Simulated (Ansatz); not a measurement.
(1) Predict a relaxed structure of Mg₂S₃, charge 0, singlet, at PBE0-D4/def2-SVP (Ansatz).

## Answers

(1) 
```xyz
5

Mg    0.194    0.188   -1.346
Mg   -0.111    0.476    1.283
S     0.912   -1.567    0.277
S     0.279    2.225   -0.211
S    -1.273   -1.321   -0.003
```
Point group C2v (tolerance 0.1 Å). This is one stationary point.

The structure comes from a short search, and lower isomers may exist.
